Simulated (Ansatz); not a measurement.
C$_{2}$H$_{9}$ClSSi$_{2}$ (`C[SiH2]S[SiH](C)Cl`), relaxed with RKS PBE0-D4/def2-TZVP in Ansatz from a GFN2-xTB geometry. The force threshold is 0.005 eV/Å; the program also tests the step.

Charge 0, multiplicity 1.

Start:

```xyz
15

C     1.026   -2.314    0.725
Si    1.624   -0.540    0.455
S     0.307    0.847    1.479
Si   -1.454    1.024    0.262
C    -1.091    1.992   -1.327
Cl   -2.204   -0.787   -0.260
H     1.689   -3.025    0.240
H     0.026   -2.465    0.325
H     0.994   -2.556    1.785
H     1.635   -0.179   -0.962
H     2.901   -0.260    1.095
H    -2.400    1.682    1.146
H    -1.992    2.116   -1.922
H    -0.355    1.487   -1.947
H    -0.705    2.980   -1.095
```

```tsv
step	energy (eV)	largest force (eV/Å)	largest move (Å)
1	-41323.0528	1.108	0.000
2	-41323.1400	0.307	0.080
3	-41323.1592	0.097	0.051
4	-41323.1622	0.069	0.036
5	-41323.1683	0.053	0.131
6	-41323.1700	0.040	0.070
7 (rejected)	-41323.1646	0.235	0.046
8	-41323.1710	0.012	0.022
9	-41323.1721	0.036	0.050
10	-41323.1728	0.090	0.100
11	-41323.1733	0.042	0.014
12	-41323.1738	0.017	0.025
13	-41323.1739	0.007	0.013
14	-41323.1740	0.010	0.018
15	-41323.1740	0.006	0.004
16	-41323.1740	0.001	0.003
```

End:

```xyz
15

C     1.092   -2.349    0.822
Si    1.428   -0.568    0.406
S     0.185    0.758    1.558
Si   -1.433    1.040    0.213
C    -0.991    2.056   -1.273
Cl   -2.175   -0.771   -0.456
H     1.765   -3.003    0.260
H     0.062   -2.610    0.573
H     1.246   -2.529    1.888
H     1.211   -0.305   -1.041
H     2.823   -0.195    0.755
H    -2.502    1.675    1.017
H    -1.869    2.189   -1.910
H    -0.207    1.573   -1.859
H    -0.634    3.038   -0.954
```

Run time 70 s (2 threads of an AMD EPYC 7R13 on a shared host and a share of an NVIDIA H100 80 GB); peak host memory 0.94 GiB.
